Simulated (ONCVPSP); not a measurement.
**An all-electron radial function and its pseudo partner (chromium)**

Columns: radius, all-electron u(r) and pseudo u(r) of the 3p shell (level -45.44 eV) of chromium in the configuration [Ne] 3s2 3p6 3d5 4s1; PBE, scalar-relativistic, ONCV scheme, ONCVPSP 4.0.1.

```csv
r (bohr),all-electron,pseudo
0.075,-0.3543,0.0264
0.150,-0.5642,0.1019
0.225,-0.4397,0.2175
0.300,-0.1360,0.3618
0.375,0.2094,0.5215
0.450,0.5198,0.6806
0.525,0.7636,0.8237
0.600,0.9350,0.9401
0.675,1.0391,1.0251
0.750,1.0875,1.0764
0.825,1.0932,1.0904
0.900,1.0676,1.0675
0.975,1.0208,1.0207
1.050,0.9605,0.9604
1.125,0.8926,0.8926
1.200,0.8216,0.8215
1.275,0.7503,0.7503
1.350,0.6810,0.6809
1.425,0.6149,0.6148
1.500,0.5529,0.5529
1.575,0.4954,0.4954
1.650,0.4426,0.4426
1.725,0.3944,0.3944
1.800,0.3508,0.3508
1.875,0.3114,0.3114
1.950,0.2760,0.2760
```

Q: How many radial nodes do the two functions have?

A: The all-electron 3p function has n − l − 1 = 1; the pseudo-wave has 0, since the states of the same l below it are removed with the core.

Q: At about which radius was the pseudo-wave matched?

A: 0.90 bohr, where the columns begin to agree (steps of 0.07 bohr).

Q: Is the pseudo-wave norm-conserving?

A: Yes: the ONCV scheme keeps the norm inside the radius equal to the all-electron one, which fixes the energy derivative of the logarithmic derivative at the level.
